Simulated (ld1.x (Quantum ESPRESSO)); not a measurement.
Scattering properties, TM potential for Al (Z = 13)

Al, norm-conserving Troullier–Martins (Kleinman–Bylander form), made with ld1.x (Quantum ESPRESSO) 7.5 (PBE, scalar-relativistic). Core [Ne], reference 3s2 3p0.75 (charge +0.25). Waves: 3p (bound): rc 1.85 bohr; 3d channel at 0.2 Ry: rc 1.55 bohr; 3s (bound): rc 1.65 bohr. Local part: the s channel. Core correction: a·sin(br)/r model core, default radius (core density twice the valence density).

The phase is arctan(r·u′/u) with u = r·R(r), unwrapped; energies in Ry, scanned from -3 to 5 Ry. A pole is an energy at which the radial function vanishes at the test radius. The pseudo phase is shifted by a multiple of π to meet the all-electron one at the reference energy, and phase errors are pseudo minus all-electron; the curves can meet again beyond the range given. Levels narrower than the energy grid can be missing from the lists of poles.

```tsv
channel	radius (bohr)	reference energy (Ry)	poles, all-electron	poles, pseudo	unbroken range about the reference energy with phases within 0.05 rad	phase error 1 Ry above the reference energy (rad)
s	2.00	-0.69	2.97	2.56	below 3.3	-0.011
p	2.00	-0.31	3.81	2.54	below 0.5	-0.064
d	2.00	0.20	4.01	4.22	the whole range	+0.007
```

Phases in the s channel:

```tsv
E (Ry)	all-electron	pseudo
-3.00	1.182	1.177
-2.76	1.154	1.149
-2.52	1.121	1.116
-2.28	1.080	1.075
-2.04	1.028	1.024
-1.80	0.962	0.958
-1.56	0.873	0.870
-1.32	0.752	0.749
-1.08	0.581	0.580
-0.84	0.340	0.340
-0.60	0.021	0.021
-0.36	-0.333	-0.336
-0.12	-0.648	-0.654
0.12	-0.885	-0.894
0.36	-1.053	-1.065
0.60	-1.173	-1.186
0.84	-1.260	-1.276
1.08	-1.327	-1.344
1.32	-1.379	-1.398
1.56	-1.421	-1.442
1.80	-1.456	-1.480
2.04	-1.486	-1.512
2.28	-1.512	-1.540
2.52	-1.534	-1.566
2.76	-1.555	-1.591
3.00	-1.573	-1.614
3.24	-1.591	-1.637
3.48	-1.607	-1.661
3.72	-1.622	-1.686
3.96	-1.637	-1.713
4.20	-1.653	-1.743
4.44	-1.667	-1.778
4.68	-1.683	-1.820
4.92	-1.698	-1.874
```
